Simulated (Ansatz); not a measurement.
Steps of a relaxation of BrCl2FSn (`[F][Sn]([Cl])([Cl])[Br]`) with RKS PBE-D4/def2-SVP.

```sh
$ ansatz run in.yaml --threads 4 --pin off --events-out ev --progress --plain --max-ram 10444MiB
```

```yaml
crystal:
  periodic: [false, false, false]
  atoms:
    - {symbol: F, position_ang: [-0.503600, -0.189400, 1.965900]}
    - {symbol: Sn, position_ang: [-0.038900, -0.044700, 0.083100]}
    - {symbol: Cl, position_ang: [1.889100, -1.304500, -0.273900]}
    - {symbol: Cl, position_ang: [-1.695800, -0.888900, -1.261800]}
    - {symbol: Br, position_ang: [0.399200, 2.353900, -0.554700]}
basis:
  gaussian: {orbitals: def2-SVP}
hamiltonian: {xc: pbe, dispersion: d4}
relax: {f_tol: 0.03, max_steps: 200}
```

Positions (Å) and forces (eV/Å) along the path, 3 of 3 steps:

```xyz
5
step=1 energy=-103602.4337 eV
F    -0.504   -0.189    1.966   -0.043    0.016   -0.090
Sn   -0.039   -0.045    0.083    0.609    0.756    0.098
Cl    1.889   -1.304   -0.274    0.124   -0.085    0.062
Cl   -1.696   -0.889   -1.262   -0.582   -0.263   -0.284
Br    0.399    2.354   -0.555   -0.109   -0.424    0.213
5
step=2 energy=-103602.4748 eV
F    -0.509   -0.151    1.904   -0.011   -0.034   -0.002
Sn   -0.002   -0.032    0.033   -0.080   -0.307   -0.033
Cl    1.938   -1.315   -0.247   -0.072    0.029    0.012
Cl   -1.769   -0.908   -1.242    0.113    0.039    0.094
Br    0.392    2.333   -0.489    0.050    0.272   -0.070
5
step=3 energy=-103602.4794 eV
F    -0.515   -0.170    1.901    0.000    0.005    0.000
Sn   -0.002   -0.029    0.032    0.000    0.002   -0.010
Cl    1.929   -1.319   -0.245   -0.005    0.009    0.000
Cl   -1.761   -0.913   -1.229    0.006    0.007    0.004
Br    0.399    2.357   -0.500   -0.003   -0.023    0.006
```

Run time 2.3 s (4 threads of an Intel Xeon Platinum 8488C on a shared host); peak host memory 0.19 GiB.
